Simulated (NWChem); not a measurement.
System: BH, singlet; SMILES [BH]

```xyz
2

B      0.0000     0.0000     0.2379
H      0.0000     0.0000    -1.0144
```
Atoms are numbered in this order, from 1.

Program: NWChem. Pople sets run with spherical d functions. Low-valent species are run as closed-shell singlets; no triplet was tried in these runs. Coordinates come from a PBE0/def2-SVP optimisation. B3LYP is NWChem's, with the RPA form of VWN correlation. GIAO values for the isolated, static molecule; σ is the absolute isotropic shielding, δ = σ(reference) − σ with the isolated reference molecule computed at the same levels (11B: boron trifluoride, 1H: tetramethylsilane).

| level | δ B1 (ppm) | δ H2 (ppm) |
|---|---|---|
| PBE0/pcSseg-1 | (withheld) | (withheld) |
| PBE0/pcSseg-2 | 361.3 | 8.19 |
| B3LYP/6-31G* | 300.8 | 10.39 |

Complete the blanks.


- PBE0/pcSseg-1, δ B1 (ppm): 357.0
- PBE0/pcSseg-1, δ H2 (ppm): 9.01
